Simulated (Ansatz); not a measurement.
Start from `[NH2][Ti]([OH])([F])[Cl]` and change one atom or group to get `[OH][Ti]([OH])([F])[Cl]`.

Ansatz, PBE0-D4/def2-TZVP geometries, multiplicity 1. Each molecule was computed in one conformer, which needn't be the lowest.

Scalar relativity is left out up to krypton.

```
                                      property  `[NH2][Ti]([OH])([F])[Cl]`
           HOMO–LUMO gap (PBE/def2-TZVPP) / eV                        3.50
            HOMO energy (PBE0/def2-TZVPP) / eV                       -8.10
         LUMO energy (ωB97M-V/def2-TZVPP) / eV                        0.08
            LUMO energy (PBE0/def2-TZVPP) / eV                       -2.19
size of the dipole moment (PBE/def2-TZVPP) / D                        2.79
         HOMO–LUMO gap (B3LYP/def2-TZVPP) / eV                        5.37
```

Give the same properties after the change, and the shifts. (Best estimate.)

The calculation gave: 
| property | `[OH][Ti]([OH])([F])[Cl]` | shift |
| --- | --- | --- |
| HOMO–LUMO gap (PBE/def2-TZVPP) / eV | 4.28 | 0.78 |
| HOMO energy (PBE0/def2-TZVPP) / eV | -9.08 | -0.98 |
| LUMO energy (ωB97M-V/def2-TZVPP) / eV | -0.10 | -0.18 |
| LUMO energy (PBE0/def2-TZVPP) / eV | -2.37 | -0.18 |
| size of the dipole moment (PBE/def2-TZVPP) / D | 3.16 | 0.37 |
| HOMO–LUMO gap (B3LYP/def2-TZVPP) / eV | 6.14 | 0.77 |

With PBE0 the HOMO falls by 0.98 eV and the LUMO falls by 0.18 eV, so the gap widens by about 0.80 eV. PBE moves the HOMO by -0.92 eV and ωB97M-V by -0.94 eV. The zero-point energy changes by -31.5 kJ/mol with -3 modes. Dipoles are sizes alone; their direction can turn.

B3LYP here is the variant with VWN-RPA as its local correlation; programs differ in this.
